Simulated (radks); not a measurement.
Removal energies from the silicon ion Si2+, [Ne] 3s2, by Delta-SCF beside the eigenvalue of the level emptied. Method: non-relativistic Kohn-Sham, PBE, spin-polarised, spherical densities, point nucleus; computed with a radial shooting solver on a logarithmic mesh with Libxc functionals. Open shells are filled with parallel spins first.

| removed from | final configuration | Delta-SCF (eV) | -eigenvalue (eV) |
|---|---|---|---|
| 3s | [Ne] 3s1 | 33.383 | 28.478 |
| 2p | [He] 2s2 2p5 3s2 | 133.57 | 116.94 |
| 2s | [He] 2s1 2p6 3s2 | 175.72 | 160.14 |
| 1s | 1s1 2s2 2p6 3s2 | 1867.1 | 1803.1 |
